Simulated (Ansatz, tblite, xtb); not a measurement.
## BSiH3BrOF (SMILES OB(F)[SiH2]Br): the dipole moment, rung by rung

The species is BSiH3BrOF (8 atoms), meant as a singlet with charge 0. SMILES: `OB(F)[SiH2]Br`. Geometry: relaxed at PBE0-D4/def2-TZVP. This is one conformer, not always the lowest.

```xyz
8

O     0.9417    0.8334    1.4573
B     0.7807   -0.2860    0.7348
F     1.5166   -1.3393    1.0657
Si   -0.5328   -0.4010   -0.8165
Br   -1.4850    1.6291   -0.9243
H     0.3758    1.5555    1.1605
H     0.1132   -0.6587   -2.1268
H    -1.6182   -1.3902   -0.6065
```

Each level gives the dipole moment (D). The values are calculated.

```tsv
level	kind	program	value (D)
GFN2-xTB	semi-empirical	xtb	2.99
GFN0-xTB	semi-empirical	xtb	1.07
GFN1-xTB	semi-empirical	xtb	1.64
IPEA1-xTB	semi-empirical	tblite	1.33
HF/STO-3G	Hartree–Fock	Ansatz	1.14
HF/3-21G	Hartree–Fock	Ansatz	1.20
HF/def2-SVP	Hartree–Fock	Ansatz	1.07
BLYP/cc-pVTZ	GGA	Ansatz	0.72
B3LYP/6-31G* (spherical functions)	global hybrid	Ansatz	0.58
B3LYP/6-31G* (Cartesian functions)	global hybrid	Ansatz	0.58
```

All-electron rows without a relativistic Hamiltonian named are non-relativistic. The values span 0.58 to 2.99 D. Magnitudes only: a small dipole may point the other way at some levels. Sets without polarisation functions give poor dipoles.
